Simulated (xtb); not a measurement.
C₂H (SMILES [C-]#C), charge -1, singlet, geometry from GFN2-xTB; xtb with GFN0-xTB.

The xtb input:
```
$ xtb mol.xyz --gfn 0 --chrg -1 --etemp 5000 --json

# file mol.xyz
3

C     -0.00000000    -0.00000000    -0.47996454
C      0.00000000     0.00000000     0.74605881
H     -0.00000000    -0.00000000    -1.59656562
```

Task: Write the output that xtb gives for this input, abridged.

Result: 
```
   ID    Z sym.   atoms
    1    6 C      1, 2
    2    1 H      3

           -------------------------------------------------
          |                Calculation Setup                |
           -------------------------------------------------

           -------------------------------------------------
          |                 G F N 0 - x T B                 |
           -------------------------------------------------

          ...................................................
          :                      SETUP                      :
          :.................................................:
          :  # basis functions                  10          :
          :  # atomic orbitals                  10          :
          :  # shells                            6          :
          :  # electrons                        10          :
          :  electronic temp.         5000.0000000     K    :
          :  accuracy                    1.0000000          :
          :  -> integral cutoff          0.2500000E+02      :
          :  -> integral neglect         0.1000000E-07      :
          ...................................................

         :::::::::::::::::::::::::::::::::::::::::::::::::::::
         ::                     SUMMARY                     ::
         :::::::::::::::::::::::::::::::::::::::::::::::::::::
         :: total energy              -6.128630939846 Eh    ::
         :: gradient norm              0.023320267162 Eh/a0 ::
         :: HOMO-LUMO gap              5.986912842085 eV    ::
         ::.................................................::
         :: H0 energy                 -5.127291755347 Eh    ::
         :: repulsion energy           0.107058597030 Eh    ::
         :: electrostat energy        -1.107997153550 Eh    ::
         :: -> Gsolv                   0.000000000000 Eh    ::
         ::    -> Gsasa                0.000000000000 Eh    ::
         ::    -> Gshift               0.000000000000 Eh    ::
         :: dispersion energy         -0.000400627979 Eh    ::
         :: short-range corr.          0.000000000000 Eh    ::
         :: add. restraining           0.000000000000 Eh    ::
         :: total charge              -1.000000000000 e     ::
         :::::::::::::::::::::::::::::::::::::::::::::::::::::

           -------------------------------------------------
          |                Property Printout                |
           -------------------------------------------------

    * Orbital Energies and Occupations

         #    Occupation            Energy/Eh            Energy/eV
      -------------------------------------------------------------
         1        2.0000           -0.6504984             -17.7010
         2        2.0000           -0.5770866             -15.7033
         3        1.9991           -0.4492192             -12.2239
         4        1.9991           -0.4492192             -12.2239
         5        1.9981           -0.4375622             -11.9067 (HOMO)
         6        0.0019           -0.2175472              -5.9198 (LUMO)
         7        0.0019           -0.2175472              -5.9198
         8        0.0000           -0.1143313              -3.1111
         9                          0.0896961               2.4408
        10                          1.0235646              27.8526
      -------------------------------------------------------------
                  HL-Gap            0.2200150 Eh            5.9869 eV
             Fermi-level            0.0000000 Eh            0.0000 eV

     #   Z          covCN         q      C6AA      α(0)
     1   6 C        1.901    -0.320    41.767    10.426
     2   6 C        0.981    -0.621    66.024    13.598
     3   1 H        0.920    -0.059     4.318     3.250

 Mol. C6AA /au·bohr⁶  :        277.690075
 Mol. C8AA /au·bohr⁸  :       7339.204390
 Mol. α(0) /au        :         27.273293

Wiberg/Mayer (AO) data.
largest (>0.10) Wiberg bond orders for each atom

 ---------------------------------------------------------------------------
     #   Z sym  total        # sym  WBO       # sym  WBO       # sym  WBO
 ---------------------------------------------------------------------------
     1   6 C    3.943 --     2 C    2.998     3 H    0.946
     2   6 C    3.039 --     1 C    2.998
     3   1 H    0.986 --     1 C    0.946
 ---------------------------------------------------------------------------

Topologies differ in total number of bonds
Writing topology from bond orders to xtbtopo.mol

 dipole moment from electron density (au)
     X       Y       Z
  -0.0000   0.0000  -1.6161  total (Debye):    4.108

           -------------------------------------------------
          | TOTAL ENERGY               -6.128630939846 Eh   |
          | GRADIENT NORM               0.023320267162 Eh/α |
          | HOMO-LUMO GAP               5.986912842085 eV   |
           -------------------------------------------------

normal termination of xtb
```
